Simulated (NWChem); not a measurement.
Molecule: thionyl fluoride (SOF$_{2}$); SMILES FS(F)=O

```xyz
4

O     -0.3635    -1.3833     0.0000
S      0.4072    -0.1703     0.0000
F     -0.2004     0.7662     1.1690
F     -0.2004     0.7662    -1.1690
```
Atoms are numbered in this order, from 1.

Results from NWChem. Pople sets run with spherical d functions. Geometry: optimised at PBE0/def2-SVP.

Task: Among these, which level gives the highest value of “dipole (D)”?
(A) PBE0/3-21G
(B) PBE0/6-311++G**
(C) PBE0/6-31G*
(D) PBE0/6-311G**

Result: A, PBE0/3-21G. Values: PBE0/6-31G* 1.78; PBE0/6-311G** 1.98; PBE0/6-311++G** 2.00; PBE0/3-21G 2.14
